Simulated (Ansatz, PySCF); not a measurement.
This Ansatz (an electronic-structure program) input computes a r2SCAN/def2-TZVPD energy:

Ansatz 0.2 input:
```yaml
crystal:
  periodic: [false, false, false]
  atoms:
    - {symbol: S, position_ang: [-0.92221320, 0.05614290, 0.47181313]}
    - {symbol: S, position_ang: [0.92278838, 0.05434478, -0.47089818]}
    - {symbol: H, position_ang: [-1.53509157, -0.87361723, -0.28708287]}
    - {symbol: H, position_ang: [1.52588870, -0.89418562, 0.27244361]}
basis:
  gaussian:
    orbitals: def2-TZVPD
hamiltonian:
  xc: {name: r2SCAN}
output: {forces: true}
```

### Question
Write an input for the same energy in PySCF and say what it gives.

### Answer

```python
from pyscf import gto, scf, dft

mol = gto.M(
    atom='''
    S    -0.92221320    0.05614290    0.47181313
    S     0.92278838    0.05434478   -0.47089818
    H    -1.53509157   -0.87361723   -0.28708287
    H     1.52588870   -0.89418562    0.27244361
    ''',
    basis='def2-tzvpd',
    charge=0,
    spin=0,
    verbose=4,
)

mf = dft.RKS(mol, xc='r2scan').density_fit(auxbasis='def2-universal-jkfit')
mf.grids.level = 4
mf.conv_tol = 1e-9
mf.max_cycle = 100
mf.max_memory = 1500
mf.kernel()
if not mf.converged:
    mf = mf.newton()
    mf.kernel(mf.make_rdm1())
mf.analyze()
```
It gives -797.55501 Eh, and Ansatz -797.55494 Eh, a difference of 0.07 mEh, from the treatment of integrals and grids.
